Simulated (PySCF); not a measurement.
C₆ coefficients of unlike pairs at MN15

Calculated with PySCF 2.14 from the dipole response of each species, C₆(A,B) = (3/π) ∫ α_A(iu) α_B(iu) du, in atomic units, from isotropic polarisabilities. For ions this is the dispersion term alone; charge-induced terms of lower order in 1/R come first.

```tsv
species	configuration	basis	relativity	α (bohr³)	C₆ (like pair)
Cl²⁺	[Ne] 3s2 3p3 (4S)	dyall-av3z (19s12p3d2f)	none	5.892	20.22
Ar⁺	[Ne] 3s2 3p5 (2P)	aug-cc-pVTZ-DK (6s5p3d2f)	spin-free X2C	6.785	29.97
Si²⁺	[Ne] 3s2 (1S)	aug-cc-pV(Q+d)Z (7s6p5d3f2g)	none	11.70	38.95
N	[He] 2s2 2p3 (4S)	aug-cc-pCVQZ-DK (9s8p6d4f2g)	spin-free X2C	7.861	26.37
```

**Question.** Estimate C₆ for N with Cl²⁺.

**Answer.** The integral gives 22.91. The combination rule 2 C_A C_B / (C_A α_B/α_A + C_B α_A/α_B) gives 22.81 and the geometric mean 23.09.

No spin-orbit coupling is included.

The other pairs:

| pair | C₆ |
| --- | --- |
| Si²⁺, Cl²⁺ | 26.46 |
| Ar⁺, Cl²⁺ | 24.58 |
| Si²⁺, Ar⁺ | 31.68 |
| N, Ar⁺ | 27.72 |
| N, Si²⁺ | 31.29 |
